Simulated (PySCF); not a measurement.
Isomers of C5H6O2S.

All values: PBE0/pcSseg-1 (PySCF) at GFN2-xTB geometries, gas phase, one conformer each.

Question: Rank by the highest IAO charge on any atom, lowest value first.
A. `CC1=CC=CS1(=O)=O`
B. `[CH3:1][C:2](=[S:3])[C@H:4]1[CH2:5][C:6](=[O:7])[O:8]1` with C1–C2–C4–C5 -90°
C. `[CH3:1][S:2][c:3]1[cH:4][cH:5][c:6]([OH:7])[o:8]1` with C1–S2–C3–C4 180°, C5–C6–O7–H 180°
D. `[O:1]=[CH:2][O:3]/[CH:4]=[C:5]1/[CH2:6][CH2:7][S:8]1` with O1–C2–O3–C4 0°, C2–O3–C4–C5 180°
E. `[CH3:1][C:2](=[O:3])[CH2:4][S:5][CH:6]=[C:7]=[O:8]` with C1–C2–C4–S5 85°, C2–C4–S5–C6 64°, C4–S5–C6–C7 98°

Answer: C (+0.375 e), D (+0.400 e), E (+0.460 e), B (+0.538 e), A (+1.984 e).

Question: Rank by the lowest IAO charge on any atom, highest value first.
A. `CC1S(C=CC=1)(=O)=O`
B. `[CH3:1][S:2][c:3]1[cH:4][cH:5][c:6]([OH:7])[o:8]1` with C1–S2–C3–C4 180°, C5–C6–O7–H 180°
C. `[O:1]=[CH:2][O:3]/[CH:4]=[C:5]1/[CH2:6][CH2:7][S:8]1` with O1–C2–O3–C4 0°, C2–O3–C4–C5 180°

Answer: C (-0.442 e), B (-0.500 e), A (-0.864 e).

Question: Rank by the lowest Hirshfeld charge on any atom, highest value first.
A. `[CH3:1][S:2][c:3]1[cH:4][cH:5][c:6]([OH:7])[o:8]1` with C1–S2–C3–C4 180°, C5–C6–O7–H 180°
B. `[CH3:1][C:2](=[O:3])[CH2:4][S:5][CH:6]=[C:7]=[O:8]` with C1–C2–C4–S5 85°, C2–C4–S5–C6 64°, C4–S5–C6–C7 98°
C. `[O:1]=[CH:2][O:3]/[CH:4]=[C:5]1/[CH2:6][CH2:7][S:8]1` with O1–C2–O3–C4 0°, C2–O3–C4–C5 180°
D. `C1(=CC=CS1(=O)=O)C`

Answer: A (-0.183 e), B (-0.234 e), C (-0.251 e), D (-0.315 e).

All values together:

| SMILES | μ (D) | HOMO (eV) | LUMO (eV) | lowest IAO charge (e) | highest IAO charge (e) | lowest Hirshfeld charge (e) | highest Hirshfeld charge (e) |
| --- | --- | --- | --- | --- | --- | --- | --- |
| CC(=O)CSC=C=O | 2.48 | -7.13 | -1.58 | -0.496 (C) | +0.460 (C) | -0.234 (O) | +0.204 (C) |
| O=CO/C=C1/CCS1 | 2.85 | -6.18 | -0.45 | -0.442 (O) | +0.400 (C) | -0.251 (O) | +0.178 (C) |
| CC1=CC=CS1(=O)=O | 4.67 | -7.46 | -2.24 | -0.864 (O) | +1.984 (S) | -0.315 (O) | +0.508 (S) |
| CSc1ccc(O)o1 | 2.24 | -5.33 | 0.48 | -0.500 (C) | +0.375 (H) | -0.183 (O) | +0.188 (H) |
| CC(=S)[C@H]1CC(=O)O1 | 1.46 | -6.91 | -2.55 | -0.436 (C) | +0.538 (C) | -0.248 (O) | +0.209 (C) |

Conformers: `[CH3:1][C:2](=[O:3])[CH2:4][S:5][CH:6]=[C:7]=[O:8]` with C1–C2–C4–S5 85°, C2–C4–S5–C6 64°, C4–S5–C6–C7 98°; `[O:1]=[CH:2][O:3]/[CH:4]=[C:5]1/[CH2:6][CH2:7][S:8]1` with O1–C2–O3–C4 0°, C2–O3–C4–C5 180°; `[CH3:1][S:2][c:3]1[cH:4][cH:5][c:6]([OH:7])[o:8]1` with C1–S2–C3–C4 180°, C5–C6–O7–H 180°; `[CH3:1][C:2](=[S:3])[C@H:4]1[CH2:5][C:6](=[O:7])[O:8]1` with C1–C2–C4–C5 -90°.
